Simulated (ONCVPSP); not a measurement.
## Reading a pseudo-wave (Ba)

Columns: radius, all-electron u(r) and pseudo u(r) of the 6s shell (level -3.25 eV) of barium in the configuration [Xe] 6s2; PBEsol, scalar-relativistic, ONCV scheme, ONCVPSP 4.0.1.

```tsv
r (bohr)	all-electron	pseudo
0.202	-0.0997	0.0029
0.405	0.0907	0.0076
0.607	0.1291	0.0154
0.810	-0.0282	0.0268
1.012	-0.1754	0.0423
1.215	-0.2412	0.0629
1.418	-0.2291	0.0895
1.620	-0.1646	0.1218
1.822	-0.0724	0.1587
2.025	0.0299	0.1991
2.228	0.1298	0.2419
2.430	0.2200	0.2863
2.632	0.2978	0.3320
2.835	0.3626	0.3774
3.037	0.4142	0.4194
3.240	0.4544	0.4556
3.442	0.4839	0.4841
3.645	0.5044	0.5044
3.847	0.5168	0.5168
4.050	0.5224	0.5224
4.252	0.5219	0.5219
4.455	0.5164	0.5164
4.658	0.5066	0.5066
4.860	0.4934	0.4934
5.062	0.4774	0.4774
5.265	0.4592	0.4592
```

(1) How many radial nodes do the two functions have?

(2) At about which radius was the pseudo-wave matched?

(3) Is the pseudo-wave norm-conserving?

## Answers

(1) The all-electron 6s function has n − l − 1 = 5 (the table is too coarse to show those close to the nucleus); the pseudo-wave has 0, since the states of the same l below it are removed with the core.

(2) 4.00 bohr. The columns agree to 0.0005 from 3.44 bohr on; several derivatives are matched, so the curves merge somewhat inside the radius.

(3) Yes: the ONCV scheme keeps the norm inside the radius equal to the all-electron one, which fixes the energy derivative of the logarithmic derivative at the level.
